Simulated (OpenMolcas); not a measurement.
# Levels of Mn3+ by method

```
Program             : OpenMolcas 26.06
Basis               : ANO-RCC-VTZP [6s5p3d2f1g]
Scalar Hamiltonian  : DKH2, point nucleus
Active space        : 4 electrons in 9 orbitals (RAS2 3d 4s; RAS3 4p, at most 2 electrons)
State averaging     : 2S+1 = 5 even, 15 roots; 2S+1 = 3 even, 90 roots kept (CI in the orbitals of an earlier block); 2S+1 = 1 even, 78 roots kept (CI in the orbitals of an earlier block); 2S+1 = 5 odd, 9 roots (0 in the spin-orbit step); 2S+1 = 3 odd, 5 roots kept (CI in the orbitals of an earlier block, 0 in the spin-orbit step)
Spin-orbit coupling : RASSI with atomic mean-field integrals over the reference wave functions, term energies averaged over their components
```

Methods on the same reference wave functions:
A. RASSCF
B. SS-RASPT2, IPEA 0.25 Eh, imaginary shift 0.1 Eh (closed shells correlated: 3s 3p)
C. MS-RASPT2, IPEA 0.25 Eh, imaginary shift 0.1 Eh (closed shells correlated: 3s 3p)

Energies in cm-1 above 3d4 5D0, the measured ground level; measured values from Corliss and Sugar, J. Phys. Chem. Ref. Data 6, 1253 (1977).

```
     Level      A      B      C  Measured
   3d4 5D0    0.0    0.0    0.0       0.0
   3d4 5D1    108    110    110      99.0
   3d4 5D2    318    323    323       287
   3d4 5D3    623    629    629       552
   3d4 5D4   1013   1017   1017       886
   3d4 3H4  24654  21860  21860     21281
   3d4 3H5  24883  22110  22110     21475
   3d4 3H6  25138  22370  22370     21679
3d4 3P0(1)  26124  20910  20910     20654
3d4 3P1(1)  26771  21580  21580     21279
3d4 3P2(1)  27932  22730  22730     22325
3d4 3F2(1)  28132  23320  23320     22791
3d4 3F3(1)  28211  23390  23390     22862
3d4 3F4(1)  28335  23520  23520     22959
   3d4 3G3  31021  26080  26080     25440
   3d4 3G4  31295  26360  26360     25671
   3d4 3G5  31528  26600  26600     25878
   3d4 1I6  37140  32970  32970          
3d4 1G4(1)  38852  32180  32180          
   3d4 3D3  39989  31980  31980     31385
   3d4 3D2  40077  32080  32080     31474
   3d4 3D1  40177  32170  32170     31581
3d4 1S0(1)  44918  34520  34520          
3d4 1D2(1)  48284  40650  40650
```

Deviations, from unrounded energies. A percentage is the sum of absolute deviations over the sum of measured energies, with the sign that they share, or ± where signs differ.

```
                        Against measurement  Levels      A      B      C
             mean absolute deviation (cm-1)      19   4500    450    450
      fine structure of the ground term (%)       4  +13.1  +14.0  +14.0
other terms of the ground configuration (%)      15  +23.2   +2.3   +2.3
```

B, C lie about equally close to measurement and A furthest from it. The largest miss of B in the table is 3d4 3G5, by +720 cm-1. The ranking rests on the paired levels alone, and a cruder setting can come out closer through cancelling errors.

Between B and C no level of the table moves by more than 5 cm-1.

The two smallest mean deviations differ by little beside CASPT2's spread within terms, so their order carries little weight.

From A to B the spin-free energies of the other terms of 3d4 shown, above 5D, scale by factors of 0.76 to 0.89, as is usual when dynamic correlation screens the repulsion within a d or f shell.

The lowest spin-free term lies below A's lowest term by 0.384 hartree in B, 0.384 hartree in C.

CASPT2 does not keep the components of a term degenerate, so their means are used; among the terms shown or strongly mixed into the levels shown the widest spread is 370 cm-1 (3d4 1I, B). Some high roots are left out of the spin-orbit mixing, which shifts the levels that they would mix with. Terms from blocks run as CI alone lack orbitals of their own. Without dynamic correlation excited terms often stand tens of per cent too high (terms of higher spin than the ground term too low), and those without a measured partner can miss by more than the paired ones (holds for A). The CASPT2 spread within a term exceeds the gap to the next term for 3d4 3D and 3d4 1G(1), so the order of their levels is uncertain (holds for B; C). Blocks of more than 70 roots (2S+1 = 3 even, 1 even) ran without multistate coupling (holds for C). Computed and measured levels are paired by configuration, term and J; levels that our copy of the source lacks, or whose pairing is in doubt (as where it misses far off the trend of its configuration), stay unpaired and out of the deviations. Levels of configurations outside the active space are missing. Levels that lie high or do not pair safely by name in every column are left out.

A number in round brackets counts repeated terms of one configuration in the order of the reference energies.
